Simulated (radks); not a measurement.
All-electron atom: Pd+ in [Kr] 4d9. All-electron calculation, scalar-relativistic Kohn-Sham, PBE, spin-unpolarised, spherical densities, finite nucleus; Fermi nuclear charge, rms radius 4.5318 fm. Program: a radial shooting solver on a logarithmic mesh with Libxc functionals.

Normalised radial functions P(r) = r R(r), r in bohr:

r              3p      3d       4s
0.004779   0.0279  0.0003   0.1589
0.005475   0.0354  0.0004   0.1742
0.006273   0.0450  0.0007   0.1899
0.00713    0.0562  0.0009   0.2048
0.008168   0.0711  0.0014   0.2201
0.009358   0.0896  0.0020   0.2343
0.01072    0.1127  0.0029   0.2467
0.01228    0.1411  0.0043   0.2561
0.01396    0.1735  0.0061   0.2612
0.01599    0.2151  0.0088   0.2612
0.01832    0.2649  0.0127   0.2541
0.02099    0.3238  0.0182   0.2382
0.02405    0.3921  0.0260   0.2118
0.02734    0.4651  0.0362   0.1760
0.03132    0.5511  0.0511   0.1253
0.03588    0.6436  0.0717   0.0614
0.04111    0.7391  0.0996  -0.0149
0.0471     0.8317  0.1372  -0.1009
0.05353    0.9092  0.1836  -0.1866
0.06133    0.9711  0.2472  -0.2761
0.07026    0.9996  0.3283  -0.3547
0.0805     0.9804  0.4294  -0.4112
0.09223    0.8995  0.5520  -0.4332
0.1057     0.7451  0.6962  -0.4092
0.1201     0.5270  0.8496  -0.3375
0.1376     0.2199  1.0260  -0.2073
0.1576    -0.1516  1.2075  -0.0289
0.1806    -0.5614  1.3812   0.1795
0.2069    -0.9718  1.5316   0.3884
0.2352    -1.3179  1.6365   0.5520
0.2694    -1.5999  1.6933   0.6531
0.3087    -1.7576  1.6820   0.6468
0.3536    -1.7727  1.5980   0.5156
0.4051    -1.6501  1.4461   0.2650
0.4605    -1.4345  1.2538  -0.0523
0.5276    -1.1417  1.0180  -0.4261
0.6044    -0.8338  0.7752  -0.7758
0.6925    -0.5556  0.5505  -1.0424
0.7933    -0.3352  0.3618  -1.1842
0.9017    -0.1884  0.2251  -1.1908
1.033     -0.0908  0.1238  -1.0797
1.184     -0.0382  0.0611  -0.8874
1.356     -0.0139  0.0268  -0.6636
1.553     -0.0043  0.0103  -0.4516
1.78      -0.0011  0.0034  -0.2788
2.023     -0.0002  0.0010  -0.1612
2.318     0.0000  0.0002  -0.0808
2.655     0.0000  0.0000  -0.0358
3.042     0.0000  0.0000  -0.0138
3.485     0.0000  0.0000  -0.0046
3.961     0.0000  0.0000  -0.0014
4.538     0.0000  0.0000  -0.0003
5.199     0.0000  0.0000  -0.0001

3p: eigenvalue -527.47 eV, 1 radial node at r = 0.149 bohr, <r> = 0.379 bohr, 90 % of the charge inside 0.570 bohr. 3d: eigenvalue -336.91 eV, 0 radial nodes, <r> = 0.358 bohr, 90 % of the charge inside 0.567 bohr. 4s: eigenvalue -96.677 eV, 3 radial nodes at r = 0.0401, 0.161, 0.451 bohr, <r> = 0.945 bohr, 90 % of the charge inside 1.37 bohr.
